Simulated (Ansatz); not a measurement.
BH5SiZn from Hartree–Fock to CCSD(T)

```tsv
atom	x (Å)	y (Å)	z (Å)
B1	0.5808	0.3713	0.7689
Si2	-0.4573	0.0020	-0.9134
Zn3	0.1920	-1.4869	1.9385
H4	1.7746	0.2167	0.7814
H5	0.1133	1.0890	1.6148
H6	-0.2949	1.1762	-1.8266
H7	-1.9228	-0.1726	-0.6962
H8	0.0142	-1.1957	-1.6674
```

Charge 0, multiplicity 1. For Zn the d shell is correlated and the shells below it are frozen. Scalar relativity is left out up to krypton. The bonds changed during the relaxation, so this is another structure than the one it started from. Geometry: relaxed with PBE0-D4/def2-TZVP. Frozen core, restricted reference, Ansatz 0.2.0.

```tsv
basis	HF (Eh)	MP2 corr.
def2-SVP	-2093.92372	-0.50546
def2-TZVPP	-2094.29854	-0.75444
def2-QZVPP	-2094.34918	-0.80681
```

Estimate the CCSD correlation energy and the (T) correction in each basis where they were run (hartree).


```tsv
basis	CCSD corr.	(T)
def2-SVP	-0.53032	-0.01658
def2-TZVPP	-0.74888	-0.02623
```
